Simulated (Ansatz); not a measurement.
Geometry optimisation, Ansatz, RHF/def2-SVP.

input.yaml

```yaml
crystal:
  periodic: [false, false, false]
  atoms:
    - { symbol: "N", position_ang: [0.1123, 2.8612, 0.9445] }
    - { symbol: C, position_ang: [0.8037, 2.0825, 0.2841] }
    - { symbol: Al, position_ang: [0.2097, 0.2233, -0.0669] }
    - { symbol: C, position_ang: [-0.8641, -1.3604, 0.0051] }
    - { symbol: C, position_ang: [0.3684, -1.6439, -0.7533] }
    - { symbol: H, position_ang: [-0.8563, 2.6381, 1.2989] }
    - { symbol: H, position_ang: [1.7973, 2.4168, -0.0851] }
    - { symbol: H, position_ang: [-1.7946, -1.3263, -0.654] }
    - { symbol: H, position_ang: [-1.0075, -1.8721, 1.0298] }
    - { symbol: H, position_ang: [0.2435, -1.7648, -1.8075] }
    - { symbol: H, position_ang: [1.0529, -2.3114, -0.1749] }
basis:
  gaussian: { orbitals: def2-SVP }
hamiltonian:
  xc: hf
relax:
  f_tol: 0.015
  max_steps: 40
```

Command:

```bash
$ ansatz run input.yaml --threads 1 --pin off --max-ram 2048MiB --backend cpu --events-out ev --progress --plain --runs-dir out
```

Task: Where does it end, and by what steps?

Result: The run converged. After 8 steps the energy has fallen by 0.737 eV; H6 moved furthest, 0.12 Å.

```
step  energy less start (eV)  largest force component (eV/Å)  accepted
   0                  0.0000                           3.955       yes
   1                 -0.5782                           1.593       yes
   2                 -0.4398                           2.822        no
   3                 -0.6965                           0.641       yes
   4                 -0.7321                           0.174       yes
   5                 -0.7322                           0.243       yes
   6                 -0.7367                           0.047       yes
   7                 -0.7372                           0.036       yes
   8                 -0.7373                           0.011       yes
```

```xyz
11
Properties=species:S:1:pos:R:3
N 0.101 2.927 0.936
C 0.787 2.079 0.300
Al 0.261 0.200 -0.062
C -0.937 -1.285 0.044
C 0.426 -1.581 -0.730
H -0.779 2.552 1.260
H 1.750 2.449 -0.067
H -1.830 -1.366 -0.577
H -1.072 -1.871 0.953
H 0.300 -1.830 -1.783
H 1.058 -2.330 -0.252
```

Run time: 21 s on 1 thread of Arm Neoverse V2, on a shared host, peak memory 0.2 GiB.
